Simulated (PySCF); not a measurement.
CH$_{8}$Si$_{2}$, charge +1, doublet, at a GFN2-xTB geometry (a state made from the parent by changing its charge; the spin is typed, not shown lowest); PySCF with TPSS/def2-SV(P).

Here is a job for PySCF.
```python
from pyscf import gto, scf, dft

mol = gto.Mole()
mol.atom = '''
    Si    1.452001    0.713131    0.002700
    C     0.275225   -0.851402   -0.154369
    Si   -1.590838   -0.283641    0.075171
    H     2.648895   -0.131284   -0.219921
    H     1.164084    1.655239   -1.069476
    H     1.345452    1.276829    1.340952
    H     0.535913   -1.592399    0.599404
    H     0.405962   -1.321266   -1.127686
    H    -1.962220    0.631126   -0.995017
    H    -1.780852    0.252716    1.415410
    H    -2.064860   -1.675413   -0.107654
'''
mol.basis = 'def2-sv(p)'
mol.charge = 1
mol.spin = 1
mol.verbose = 4
mol.symmetry = True
mol.symmetry_subgroup = 'Cs'
mol.build()

mf = dft.UKS(mol)
mf.xc = 'tpss'
mf.kernel()
mf.analyze()
```

**Question.** Write the output that PySCF gives for this input, abridged.

**Answer.** 
```
PySCF version 2.14.0

[INPUT] verbose = 4
[INPUT] num. atoms = 11
[INPUT] num. electrons = 41
[INPUT] charge = 1
[INPUT] spin (= nelec alpha-beta = 2S) = 1
[INPUT] symmetry True subgroup Cs
[INPUT] Mole.unit = angstrom
[INPUT] Symbol           X                Y                Z      unit          X                Y                Z       unit  Magmom
[...]
nuclear repulsion = 149.106377688135
point group symmetry = C2v, use subgroup Cs
symmetry origin: [ 2.69960875e-07 -1.79973917e-07 -3.59947833e-07]
symmetry axis x: [-0.3031116   0.93766734  0.17000976]
symmetry axis y: [ 0.07412812 -0.15466206  0.98518256]
symmetry axis z: [ 0.95006757  0.31122276 -0.02262766]
num. orbitals of irrep A' = 38
num. orbitals of irrep A" = 28
number of shells = 38
number of NR pGTOs = 128
number of NR cGTOs = 66
basis = def2-sv(p)
ecp = {}

******** <class 'pyscf.dft.uks_symm.SymAdaptedUKS'> ********
method = SymAdaptedUKS
initial guess = minao
damping factor = 0
level_shift factor = 0
DIIS = <class 'pyscf.scf.diis.CDIIS'>
diis_start_cycle = 1
diis_space = 8
diis_damp = 0
SCF conv_tol = 1e-09
SCF conv_tol_grad = None
SCF max_cycles = 50
direct_scf = True
direct_scf_tol = 1e-13
number electrons alpha = 21  beta = 20
XC library pyscf.dft.libxc version 7.1.2
    S. Lehtola, C. Steigemann, M. J. T. Oliveira, and M. A. L. Marques,  SoftwareX 7, 1–5 (2018)
XC functionals = tpss
    J. Tao, J. P. Perdew, V. N. Staroverov, and G. E. Scuseria,  Phys. Rev. Lett. 91, 146401 (2003)
    J. P. Perdew, J. Tao, V. N. Staroverov, and G. E. Scuseria,  J. Chem. Phys. 120, 6898 (2004)
    J. Tao, J. P. Perdew, V. N. Staroverov, and G. E. Scuseria,  Phys. Rev. Lett. 91, 146401 (2003)
    J. P. Perdew, J. Tao, V. N. Staroverov, and G. E. Scuseria,  J. Chem. Phys. 120, 6898 (2004)
radial grids:
    Treutler-Ahlrichs [JCP 102, 346 (1995); DOI:10.1063/1.469408] (M4) radial grids

becke partition: Becke, JCP 88, 2547 (1988); DOI:10.1063/1.454033
pruning grids: <function nwchem_prune>
grids dens level: 3
symmetrized grids: True
atomic radii adjust function: <function treutler_atomic_radii_adjust>
small_rho_cutoff = 0
Freeze 0 electrons in irreps []
    41 free electrons in irreps A' A"
Set gradient conv threshold to 3.16228e-05
tot grids = 130944
init E= -621.412191883877

cycle= 1 E= -621.351998546577  delta_E= 0.0602  |g|= 0.187  |ddm|= 2.03
cycle= 2 E= -621.354302760397  delta_E= -0.0023  |g|= 0.179  |ddm|= 0.477
cycle= 3 E= -621.372077321635  delta_E= -0.0178  |g|= 0.0651  |ddm|= 0.249
[...]
converged SCF energy = -621.375041088498  <S^2> = 0.75501011  2S+1 = 2.0050038
Total Energy =                        -621.375041088497824
[...]
beta  MO #41 (A" #18), energy= 0.222192536612932 occ= 0
beta  MO #42 (A' #24), energy= 0.272472597031068 occ= 0
beta  MO #43 (A' #25), energy= 0.302887157798713 occ= 0
beta  MO #44 (A" #19), energy= 0.312650391350458 occ= 0
beta  MO #45 (A' #26), energy= 0.335030643058404 occ= 0
beta  MO #46 (A" #20), energy= 0.359589407068967 occ= 0
beta  MO #47 (A' #27), energy= 0.361271424571488 occ= 0
beta  MO #48 (A" #21), energy= 0.38177203522034 occ= 0
beta  MO #49 (A" #22), energy= 0.436981367222526 occ= 0
beta  MO #50 (A' #28), energy= 0.454353161420039 occ= 0
beta  MO #51 (A" #23), energy= 0.461692033517103 occ= 0
beta  MO #52 (A' #29), energy= 0.475581438520747 occ= 0
beta  MO #53 (A' #30), energy= 0.488589326871085 occ= 0
beta  MO #54 (A' #31), energy= 0.614028886730827 occ= 0
beta  MO #55 (A' #32), energy= 0.622850788577249 occ= 0
beta  MO #56 (A" #24), energy= 0.660914089632892 occ= 0
beta  MO #57 (A' #33), energy= 0.717019166318566 occ= 0
beta  MO #58 (A' #34), energy= 0.733525315075434 occ= 0
beta  MO #59 (A" #25), energy= 0.753504634557277 occ= 0
beta  MO #60 (A' #35), energy= 0.763596010255452 occ= 0
beta  MO #61 (A" #26), energy= 0.766818772744663 occ= 0
beta  MO #62 (A" #27), energy= 1.50790643089215 occ= 0
beta  MO #63 (A' #36), energy= 1.53215873072868 occ= 0
beta  MO #64 (A" #28), energy= 1.85839147153864 occ= 0
beta  MO #65 (A' #37), energy= 1.87510764701061 occ= 0
beta  MO #66 (A' #38), energy= 1.97430123407948 occ= 0
 ** Mulliken pop alpha/beta on meta-lowdin orthogonal AOs **
 ** Mulliken pop       alpha | beta **
In total            21.00000 | 20.00000
 ** Mulliken atomic charges   ( Nelec_alpha | Nelec_beta ) **
charge of  0Si =      0.63675  (     6.74470      6.61855 )
charge of  1C =     -0.41517  (     3.47285      2.94231 )
charge of  2Si =      0.63675  (     6.74470      6.61855 )
charge of  3H =      0.00597  (     0.56384      0.43018 )
charge of  4H =     -0.04733  (     0.52113      0.52620 )
charge of  5H =     -0.04733  (     0.52113      0.52620 )
charge of  6H =      0.15952  (     0.41276      0.42772 )
charge of  7H =      0.15952  (     0.41276      0.42772 )
charge of  8H =     -0.04733  (     0.52113      0.52620 )
charge of  9H =     -0.04733  (     0.52113      0.52620 )
charge of  10H =      0.00597  (     0.56384      0.43018 )

WARN: System has nonzero charge 1; the dipole moment is origin-dependent.
Location of origin: [0. 0. 0.]

Dipole moment(X, Y, Z, Debye):  0.24432, -0.75577, -0.13701
```
